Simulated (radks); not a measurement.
Problem. Ionisation of the titanium ion Ti+, [Ar] 3d2 4s1, to [Ar] 3d2 as the strength of local exchange is varied. Calculated with a radial shooting solver on a logarithmic mesh with Libxc functionals: non-relativistic Kohn-Sham, Slater X-alpha exchange (alpha = 2/3 is LDA exchange), no correlation, spin-polarised, spherical densities, point nucleus; open shells are filled with parallel spins first.

| alpha | E(Ti+) (hartree) | exchange (hartree) | IE (eV) | -e of the level emptied (eV) | <r> of it (bohr) |
|---|---|---|---|---|---|
| 0.662 | -845.06037 | -37.66321 | 13.551 | 10.456 (4s) | 3.172 |
| 0.667 | -845.34488 | -37.95926 | 13.585 | 10.492 (4s) | 3.169 |
| 0.698 | -847.11077 | -39.79854 | 13.799 | 10.716 (4s) | 3.146 |
| 0.793 | -852.54309 | -45.47580 | 14.465 | 11.419 (4s) | 3.077 |
| x | -862.80531 | -56.27778 | 15.749 | 12.796 (4s) | 2.956 |

Which alpha was used in the last row?

Solution. alpha = 0.971. NIST Atomic Spectra Database: 13.576 eV (measured). The Delta-SCF value meets it near alpha = 0.67. Open shells are spherical and high-spin; term and fine-structure splittings are not resolved.
